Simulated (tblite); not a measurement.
C5H6Br2O.
Bonds: Br1–C2, C2–Br3, C2–C4, C4–O5, O5–C6, C6–C7 (double), C7–C8, C6–C8. Hydrogens: H9 on C2; H10, H11 on C4; H12 on C7; H13, H14 on C8.

Computed with GFN2-xTB (tblite), gas phase: L-BFGS steps from a force-field or distance-geometry start until the largest atomic force falls under 0.01 eV/Å.

Step 106: E = -704.4920 eV
```
atom  x, y, z in Å  |  force x, y, z in eV/Å
Br1     3.6679    0.9097   -0.5464    0.013  -0.012  -0.024
C2      2.1396    0.2712    0.4699   -0.040   0.016   0.035
Br3     1.2958    1.7591    1.4090   -0.023   0.014  -0.016
C4      1.1527   -0.4225   -0.4594    0.032   0.011   0.018
O5      0.1009   -0.9821    0.2960   -0.012  -0.006  -0.020
C6     -1.0848   -0.3784    0.1832    0.052   0.021   0.010
C7     -1.8762    0.5023   -0.3518   -0.033  -0.004  -0.004
C8     -2.4721   -0.3977    0.7160    0.028   0.009  -0.008
H9      2.5158   -0.4048    1.2391   -0.016  -0.017  -0.028
H10     1.6734   -1.2433   -0.9685    0.001  -0.013  -0.007
H11     0.7702    0.2790   -1.2113    0.002  -0.009   0.035
H12    -2.0746    1.3091   -1.0101    0.006  -0.005   0.014
H13    -3.1394   -1.2052    0.4326   -0.005   0.016   0.003
H14    -2.6697    0.0030    1.7050   -0.006  -0.022  -0.006
```

Step 107: E = -704.4924 eV
```
atom  x, y, z in Å  |  force x, y, z in eV/Å
Br1     3.6618    0.9178   -0.5403    0.026  -0.014  -0.043
C2      2.1325    0.2721    0.4681   -0.032   0.036   0.036
Br3     1.2808    1.7611    1.3986   -0.032   0.010  -0.010
C4      1.1535   -0.4293   -0.4628    0.020   0.009   0.019
O5      0.1006   -0.9914    0.2891   -0.006  -0.012  -0.013
C6     -1.0820   -0.3799    0.1848    0.033   0.030  -0.006
C7     -1.8705    0.5069   -0.3451   -0.010  -0.005  -0.012
C8     -2.4697   -0.3964    0.7172    0.030   0.006   0.001
H9      2.5099   -0.3992    1.2401   -0.019  -0.027  -0.013
H10     1.6802   -1.2491   -0.9668    0.002  -0.021  -0.004
H11     0.7704    0.2662   -1.2194    0.003   0.006   0.029
H12    -2.0626    1.3202   -0.9975    0.000  -0.008   0.017
H13    -3.1397   -1.2001    0.4291   -0.007   0.020   0.006
H14    -2.6658    0.0006    1.7081   -0.006  -0.030  -0.008
```

Step 108: E = -704.4929 eV
```
atom  x, y, z in Å  |  force x, y, z in eV/Å
Br1     3.6561    0.9236   -0.5366    0.034  -0.015  -0.054
C2      2.1253    0.2741    0.4669   -0.007   0.038   0.028
Br3     1.2672    1.7648    1.3871   -0.039   0.007  -0.002
C4      1.1543   -0.4356   -0.4651    0.001   0.001   0.013
O5      0.1003   -0.9998    0.2840    0.003  -0.016  -0.006
C6     -1.0786   -0.3802    0.1874    0.006   0.029  -0.021
C7     -1.8647    0.5118   -0.3380    0.020  -0.004  -0.014
C8     -2.4671   -0.3960    0.7176    0.020   0.001   0.006
H9      2.5043   -0.3939    1.2409   -0.025  -0.025   0.002
H10     1.6859   -1.2549   -0.9648    0.003  -0.020   0.006
H11     0.7695    0.2540   -1.2258    0.005   0.021   0.019
H12    -2.0497    1.3313   -0.9845   -0.010  -0.005   0.017
H13    -3.1401   -1.1949    0.4232   -0.005   0.019   0.009
H14    -2.6632   -0.0048    1.7109   -0.007  -0.030  -0.005
```

Problem. Estimate the geometry and energy of step 109. (The exact step hangs on the optimiser's Hessian estimate; all steps are aligned on step 108, rigid shifts and turns removed.)

Solution. E = -704.4934 eV, largest force 0.066 eV/Å
```
atom  x, y, z in Å  |  force x, y, z in eV/Å
Br1     3.6541    0.9226   -0.5335    0.037  -0.014  -0.053
C2      2.1190    0.2765    0.4667    0.018   0.032   0.004
Br3     1.2577    1.7712    1.3748   -0.043   0.007   0.005
C4      1.1548   -0.4393   -0.4668   -0.017  -0.003   0.005
O5      0.1006   -1.0056    0.2801    0.012  -0.028   0.002
C6     -1.0754   -0.3803    0.1892   -0.017   0.020  -0.030
C7     -1.8602    0.5153   -0.3317    0.047   0.004  -0.018
C8     -2.4643   -0.3967    0.7179    0.006  -0.003   0.013
H9      2.4957   -0.3893    1.2430   -0.021  -0.024   0.023
H10     1.6895   -1.2579   -0.9648    0.005  -0.013   0.020
H11     0.7679    0.2465   -1.2291    0.007   0.034   0.004
H12    -2.0397    1.3396   -0.9734   -0.020   0.005   0.013
H13    -3.1399   -1.1909    0.4176   -0.005   0.006   0.009
H14    -2.6602   -0.0120    1.7134   -0.010  -0.022   0.004
```

The energy changes by -0.0005 eV. The first-order estimate −F·Δx gives -0.0007 eV and the mean of the old and new forces, exact on a quadratic surface, -0.0005 eV. The step makes an angle of 81° with the force vector and moves no atom by more than 0.017 Å.

What follows is the cost of the whole relaxation. Hardware: AMD EPYC, one thread, no GPU, shared host with 64 logical CPUs at a one-minute load of 10. Cost: 3.0 s of wall time.
